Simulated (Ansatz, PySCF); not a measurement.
Gas-phase reaction in SMILES: [C-]#[NH+] (CHN) [methanidylidyneazanium] + 3 [H][H] (H2) -> C (CH4) + N (NH3)
Structures are relaxed separately at B3LYP-D3(BJ)/def2-TZVP in Ansatz (a program for electronic structure).

Quantity: energy of full hydrogenation (enthalpy at 298 K, with B3LYP-D3(BJ) rigid-rotor harmonic-oscillator terms from PySCF), in kJ/mol. Correlated levels leave the core frozen unless marked. No spin-orbit coupling. Non-relativistic. CBS(X,Y): correlation extrapolated as X^-3; Hartree-Fock from the larger set. [CCSD(T)-MP2]/basis is that difference in the basis named.

```csv
level,program,energy of full hydrogenation (kJ/mol)
HF/cc-pVDZ,Ansatz,-301.4
HF/cc-pVQZ,Ansatz,-295.9
BLYP-D3(BJ)/def2-TZVPD,Ansatz + dftd3,-283.9
revPBE-D3(BJ)/def2-TZVPD,Ansatz + dftd3,-305.6
BP86-D4/def2-TZVPD,PySCF + dftd4,-313.8
B97M-V/def2-TZVPD,Ansatz,-332.6
B3LYP/def2-TZVPD,Ansatz,-308.4
PBE0/STO-3G,Ansatz,-414.0
BHLYP/def2-TZVPD,Ansatz,-331.6
TPSSh-D3(BJ)/def2-TZVPD,PySCF + dftd3,-306.1
wB97M-V/def2-TZVPD,Ansatz,-312.6
MP2/aug-cc-pVTZ,Ansatz,-320.4
MP2/def2-TZVPPD,Ansatz,-318.8
SCS-MP2/aug-cc-pVDZ,Ansatz,-310.7
SCS-MP2/def2-TZVPPD,Ansatz,-304.6
CCSD/cc-pVDZ,Ansatz,-295.6
CCSD/def2-SVP,Ansatz,-307.1
"CCSD/CBS(def2-TZVPPD,def2-QZVPPD)",Ansatz,-322.6
"RI-MP2/CBS(def2-TZVPPD,def2-QZVPPD)+[CCSD(T)-MP2]/def2-SVPD",Ansatz,-313.2
"RI-MP2/CBS(def2-TZVPP,def2-QZVPP)+[CCSD(T)-MP2]/def2-TZVPP",Ansatz,-314.4
"CCSD(T)/CBS(def2-TZVPPD,def2-QZVPPD)",Ansatz,-315.1
```
